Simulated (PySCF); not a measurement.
**Electron correlation in Te (tellurium, neutral)**

[Kr] 4d10 5s1 5p5, high-spin 3P determinant (an excited configuration). Computed with PySCF 2.14 in x2c-QZVPPall (13s9p7d4f1g, 112 functions), with the spin-free X2C one-electron Hamiltonian (Gaussian nucleus). Frozen: [Kr] 4d10; 6 electrons correlated.

```csv
level,correlation energy (mhartree)
CCSD,-168.88
(T),-21.70
CCSD(T),-190.58
```

Diagnostics: T1 = 0.031, D1 = 0.0637, largest double amplitude 0.255.

T1 exceeds 0.03, a sign that the reference determinant is poor. A double-excitation amplitude exceeds 0.15, a sign of near-degeneracy.

Cost of the coupled-cluster step: about 80 core-seconds, for 6 correlated electrons.

Iterations:

```
CC2 = 0
CCSD nocc = (np.int64(4), np.int64(2)), nmo = (89, 89)
frozen orbitals [[0, 1, 2, 3, 4, 5, 6, 7, 8, 9, 10, 11, 12, 13, 14, 15, 16, 17, 18, 19, 20, 21, 22], [0, 1, 2, 3, 4, 5, 6, 7, 8, 9, 10, 11, 12, 13, 14, 15, 16, 17, 18, 19, 20, 21, 22]]
max_cycle = 100
direct = 0
conv_tol = 1e-08
conv_tol_normt = 1e-06
diis_space = 8
diis_start_cycle = 0
Init t2, MP2 energy = -0.122920906263069
Init E_corr(UCCSD) = -0.122920906265456
cycle = 1  E_corr(UCCSD) = -0.141204037576968  dE = -0.0182831313  norm(t1,t2) = 0.123593
cycle = 2  E_corr(UCCSD) = -0.150347451869441  dE = -0.00914341429  norm(t1,t2) = 0.0875257
cycle = 3  E_corr(UCCSD) = -0.169620372760793  dE = -0.0192729209  norm(t1,t2) = 0.0648735
cycle = 4  E_corr(UCCSD) = -0.16619542078633  dE = 0.00342495197  norm(t1,t2) = 0.0130173
cycle = 5  E_corr(UCCSD) = -0.168376751644426  dE = -0.00218133086  norm(t1,t2) = 0.0114519
cycle = 6  E_corr(UCCSD) = -0.168841904533869  dE = -0.000465152889  norm(t1,t2) = 0.00647148
cycle = 7  E_corr(UCCSD) = -0.168521106999345  dE = 0.000320797535  norm(t1,t2) = 0.00427481
cycle = 8  E_corr(UCCSD) = -0.168726452198823  dE = -0.000205345199  norm(t1,t2) = 0.00276263
cycle = 9  E_corr(UCCSD) = -0.168820017552884  dE = -9.35653541e-05  norm(t1,t2) = 0.00154792
cycle = 10  E_corr(UCCSD) = -0.168930811338126  dE = -0.000110793785  norm(t1,t2) = 0.000843544
cycle = 11  E_corr(UCCSD) = -0.168881845300615  dE = 4.89660375e-05  norm(t1,t2) = 0.000509946
cycle = 12  E_corr(UCCSD) = -0.168882960398576  dE = -1.11509796e-06  norm(t1,t2) = 0.000320668
cycle = 13  E_corr(UCCSD) = -0.168882019006006  dE = 9.4139257e-07  norm(t1,t2) = 0.000280623
cycle = 14  E_corr(UCCSD) = -0.168877648824309  dE = 4.3701817e-06  norm(t1,t2) = 0.000140491
cycle = 15  E_corr(UCCSD) = -0.168879086298342  dE = -1.43747403e-06  norm(t1,t2) = 7.0727e-05
cycle = 16  E_corr(UCCSD) = -0.16887913535581  dE = -4.90574688e-08  norm(t1,t2) = 9.2453e-05
cycle = 17  E_corr(UCCSD) = -0.168877183371377  dE = 1.95198443e-06  norm(t1,t2) = 4.56093e-05
cycle = 18  E_corr(UCCSD) = -0.168878271653435  dE = -1.08828206e-06  norm(t1,t2) = 1.54116e-05
cycle = 19  E_corr(UCCSD) = -0.168878445071376  dE = -1.7341794e-07  norm(t1,t2) = 8.60565e-06
cycle = 20  E_corr(UCCSD) = -0.16887822172223  dE = 2.23349146e-07  norm(t1,t2) = 5.31435e-06
cycle = 21  E_corr(UCCSD) = -0.168878011840202  dE = 2.09882028e-07  norm(t1,t2) = 2.24599e-06
cycle = 22  E_corr(UCCSD) = -0.168877931182232  dE = 8.06579706e-08  norm(t1,t2) = 1.79149e-06
cycle = 23  E_corr(UCCSD) = -0.168877879789025  dE = 5.13932069e-08  norm(t1,t2) = 1.37092e-06
cycle = 24  E_corr(UCCSD) = -0.168877882244511  dE = -2.45548593e-09  norm(t1,t2) = 9.36302e-07
UCCSD converged
E(UCCSD) = -6790.746727739041  E_corr = -0.1688778822445107
UCCSD(T) correction = -0.0217027750504686
```
